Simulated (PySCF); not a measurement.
## Excitation energy of Ca by level of theory

Ca [Ar] 4s2 (1S) → Ca [Ar] 4s1 4p1 (3P), as a difference of total energies. All numbers are calculated (PySCF 2.14, scalar relativity by spin-free X2C-1e, in x2c-TZVPPall with one added diffuse shell each of s, p, d type (7s6p4d, 45 functions)). Correlated levels: valence: [Ar] frozen; valence and next inner shell: [Ne] frozen. The calculations carry no spin-orbit coupling.

| method | excitation energy (eV) | error (eV) |
| --- | --- | --- |
| UHF | 1.035 | -0.857 |
| LDA | 1.953 | +0.061 |
| PBE | 1.791 | -0.101 |
| PBE0 | 1.696 | -0.196 |
| r2SCAN | 1.540 | -0.352 |
| BHandHLYP | 1.872 | -0.020 |
| r2SCAN0 | 1.572 | -0.320 |
| wB97M-V | 2.154 | +0.262 |
| M06-2X | 2.144 | +0.252 |
| MP2 (valence) | 1.496 | -0.396 |
| SCS-MP2 (valence) | 1.626 | -0.266 |
| MP2 (valence and next inner shell) | 1.768 | -0.124 |
| SCS-MP2 (valence and next inner shell) | 1.838 | -0.054 |

Reference: 1.892 eV (measured; NIST levels, between the centres of gravity of the two terms).

Errors of the correlated levels include the incompleteness of this basis and the frozen core.
